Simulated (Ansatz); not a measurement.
F2Se (SMILES F[Se]F) moved off its minimum; all values from Ansatz (a program for electronic structure), cores frozen in correlated methods.
(charge 0, multiplicity 1)
```xyz
3

Se     0.0127    -0.0636     0.3814
F      0.5283     1.1542    -0.7712
F     -0.7497    -1.0978    -0.7145
```

Forces at MP2/aug-cc-pVTZ (eV/Å):

```json
[
 {"atom": "Se1", "Fx": "0.799", "Fy": "1.167", "Fz": "0.847"},
 {"atom": "F2", "Fx": "-0.140", "Fy": "-0.296", "Fz": "0.186"},
 {"atom": "F3", "Fx": "-0.659", "Fy": "-0.871", "Fz": "-1.033"}
]
```

Question: Give the forces (eV/Å), the total energy and the dipole at CCSD(T)/aug-cc-pVTZ.

Answer: 
```csv
atom,Fx,Fy,Fz
Se1,0.806,1.160,0.913
F2,-0.148,-0.301,0.153
F3,-0.658,-0.859,-1.066
```
Energy -2599.5091 hartree, dipole 1.82 D.
